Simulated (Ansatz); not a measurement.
Single points on tetramethylammonium trifluoroacetate (C₆H₁₂F₃NO₂).

```yaml
crystal:
  periodic: [false, false, false]
  atoms:
    - {symbol: C, position_ang: [-1.420171, -0.359173, 0.838120]}
    - {symbol: N, position_ang: [-0.255576, 0.438591, 1.326933]}
    - {symbol: C, position_ang: [0.977346, -0.403759, 1.263154]}
    - {symbol: C, position_ang: [-0.488453, 0.883899, 2.719445]}
    - {symbol: C, position_ang: [-0.087481, 1.619079, 0.427243]}
    - {symbol: H, position_ang: [-1.485260, -1.283410, 1.425872]}
    - {symbol: H, position_ang: [-2.330876, 0.239023, 0.972984]}
    - {symbol: H, position_ang: [-1.250011, -0.554952, -0.237524]}
    - {symbol: H, position_ang: [1.158126, -0.718844, 0.207456]}
    - {symbol: H, position_ang: [1.819738, 0.194870, 1.633982]}
    - {symbol: H, position_ang: [0.829404, -1.277337, 1.911475]}
    - {symbol: H, position_ang: [-1.393595, 1.503503, 2.757329]}
    - {symbol: H, position_ang: [-0.614619, 0.003420, 3.362390]}
    - {symbol: H, position_ang: [0.375724, 1.468414, 3.060077]}
    - {symbol: H, position_ang: [-0.956672, 2.277857, 0.553319]}
    - {symbol: H, position_ang: [-0.051017, 1.233878, -0.608652]}
    - {symbol: H, position_ang: [0.831639, 2.148358, 0.708122]}
    - {symbol: O, position_ang: [-0.479554, -0.123345, -1.995326]}
    - {symbol: C, position_ang: [0.530893, -0.799060, -2.285124]}
    - {symbol: O, position_ang: [1.448728, -1.197720, -1.556029]}
    - {symbol: C, position_ang: [0.669399, -1.216872, -3.771960]}
    - {symbol: F, position_ang: [1.841633, -0.812555, -4.274988]}
    - {symbol: F, position_ang: [0.621485, -2.550302, -3.891933]}
    - {symbol: F, position_ang: [-0.290831, -0.713555, -4.546377]}
basis:
  gaussian: {orbitals: STO-3G}
hamiltonian: {xc: hf}
scf: {omitted_lower_state_checks: [starts]}
output: {orbitals: {seedname: orbitals}}
```

The file start.molden holds the orbitals of an earlier run on this structure, at another level or in another basis.

```sh
$ ansatz run in.yaml --threads 6 --pin off --events-out ev --progress --plain --max-ram 7833MiB
```

It prints (some lines left out):

```
Functional definition: HF
1055 factors; integrals over basis functions are off by at most 3.4e-5 eV
mean field evaluation 1: about -19765.1396 eV, gradient 6.3e1 eV
mean field evaluation 2: about -19765.9194 eV, gradient 6.3e1 eV
mean field evaluation 4: about -19777.9522 eV, gradient 3.6e0 eV
mean field evaluation 8: about -19778.0199 eV, gradient 2.9e-4 eV
mean field -19778.01988261 eV, -726.8288246624 hartree, gradient 1.3e-5 eV, S^2 0.000000; 0 other end points of the search recorded, 0 dependent functions left out
reference -19778.01988261 eV, -726.8288246624 hartree; 49, 49 occupied and 23, 23 virtual orbitals, 1055 factors
Total energy: -19778.01988261 eV, -726.8288246624 hartree
Checks for a lower state left out: starts
```

Hardware: 6 threads of Arm Neoverse N1 on a shared host. Wall time 0.8 s.

The first input with `gaussian: {orbitals: def2-TZVP, initial_orbitals: start.molden}`, `hamiltonian: {xc: pbe0, dispersion: d4}`, `output: {forces: true, orbitals: {seedname: orbitals}}` (abridged; 33 s):

```
Functional definition: PBE0
mean field -20138.89311550 eV, -740.0906713628 hartree, gradient 1.1e-5 eV, S^2 0.000000
Total energy: -20139.38750201 eV, -740.1088397317 hartree
Atom 0 force    -0.144742    -0.084579    -0.102987 eV/Å
Atom 1 force     0.006999    -0.006226     0.004248 eV/Å
Atom 2 force     0.169871    -0.113173    -0.036447 eV/Å
Atom 3 force    -0.030143     0.060226     0.197632 eV/Å
Atom 4 force    -0.004732     0.133447    -0.147157 eV/Å
Atom 5 force     0.027123     0.238333    -0.138650 eV/Å
Atom 6 force     0.225985    -0.136724    -0.017669 eV/Å
Atom 7 force    -0.047163     0.009618     0.350549 eV/Å
Atom 8 force    -0.086734     0.109237     0.321787 eV/Å
Atom 9 force    -0.215907    -0.131785    -0.078281 eV/Å
Atom 10 force     0.022099     0.220167    -0.148016 eV/Å
Atom 11 force     0.227456    -0.160864    -0.026772 eV/Å
Atom 12 force     0.033913     0.214136    -0.173809 eV/Å
Atom 13 force    -0.213389    -0.147798    -0.100065 eV/Å
Atom 14 force     0.208796    -0.162350    -0.010588 eV/Å
Atom 15 force     0.041874     0.132684     0.318004 eV/Å
Atom 16 force    -0.229920    -0.143458    -0.060514 eV/Å
Atom 17 force     0.164331    -0.113651    -0.091513 eV/Å
Atom 18 force    -0.099648     0.091181     0.165676 eV/Å
Atom 19 force    -0.064458     0.026637    -0.059614 eV/Å
Atom 20 force    -0.027477     0.045547     0.051091 eV/Å
Atom 21 force     0.080913     0.030118    -0.079203 eV/Å
Atom 22 force    -0.014317    -0.113517    -0.041374 eV/Å
Atom 23 force    -0.030731     0.002795    -0.096328 eV/Å
Dipole moment:    -0.579324     0.891641     2.518784 e Å
Checks for a lower state left out: starts
```

The first input with `gaussian: {orbitals: def2-SVP, initial_orbitals: start.molden}`, `hamiltonian: {xc: pbe0, dispersion: d4}` (abridged; 8 s):

```
Functional definition: PBE0
mean field -20115.58452069 eV, -739.2340963025 hartree, gradient 1.1e-5 eV, S^2 0.000000
Total energy: -20116.07890228 eV, -739.2522644906 hartree
Checks for a lower state left out: starts
```

As the first input, with `gaussian: {orbitals: 6-31G}`, `hamiltonian: {xc: {name: B3LYP}, dispersion: d4}` (abridged; 4 s):

```
Functional definition: B3LYP
mean field evaluation 16: about -20145.9551 eV, gradient 2.5e-4 eV
mean field -20145.95506226 eV, -740.3501931194 hartree, gradient 2.5e-5 eV, S^2 0.000000
Total energy: -20146.86465992 eV, -740.3836202166 hartree
Checks for a lower state left out: starts
```

First input, but with `gaussian: {orbitals: def2-SVP, initial_orbitals: start.molden}`, `correlation: {method: mp2}` and without the key `hamiltonian` (abridged; 7.5 s):

```
Functional definition: HF
mean field -20029.97655487 eV, -736.0880615857 hartree, gradient 1.7e-6 eV, S^2 0.000000
12 core orbitals not correlated: weight in the atoms' cores, before any rotation towards them, 1.000 or more for the frozen orbitals, at most 0.000 for the correlated occupied ones
second order -52.58146736 eV of doubles, -0.00000000 eV of singles
Total energy: -20082.55802223 eV, -738.0203948703 hartree
Checks for a lower state left out: starts
```

First input, but with `gaussian: {orbitals: def2-TZVP, initial_orbitals: start.molden}`, `hamiltonian: {xc: {name: revPBE}, dispersion: d4}` (abridged; 9.5 s):

```
Functional definition: revPBE
mean field -20153.63222642 eV, -740.6323236983 hartree, gradient 2.2e-5 eV, S^2 0.000000
Total energy: -20155.55754965 eV, -740.7030780220 hartree
Checks for a lower state left out: starts
```

As the first input, with `gaussian: {orbitals: def2-SVP, initial_orbitals: start.molden}`, `hamiltonian: {xc: pbe, dispersion: d4}` (abridged; 4.5 s):

```
Functional definition: PBE
mean field -20114.64944686 eV, -739.1997329731 hartree, gradient 1.1e-5 eV, S^2 0.000000
Total energy: -20115.23131002 eV, -739.2211160499 hartree
Checks for a lower state left out: starts
```

Geometry: PBE0-D4/def2-SVP.

B3LYP takes the VWN-RPA correlation. Correlated methods freeze 12 core orbitals.
